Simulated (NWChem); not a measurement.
System: InAsH4; SMILES [AsH2][InH2]

Program: NWChem. Coordinates come from a PBE0/def2-SVP optimisation. No frequency run checked for a minimum. def2 effective core potentials on In; no spin-orbit coupling. Ions are spin-unrestricted doublets at the neutral geometry; other ion states weren't tried.

For level PBE/def2-SVP:

```
Quantity       Result
-------------  ------
−ε(HOMO) (eV)    5.93
```

### Question
Estimate the same quantities for level CAM-B3LYP/def2-SVP.

### Answer
- −ε(HOMO) (eV): 8.04
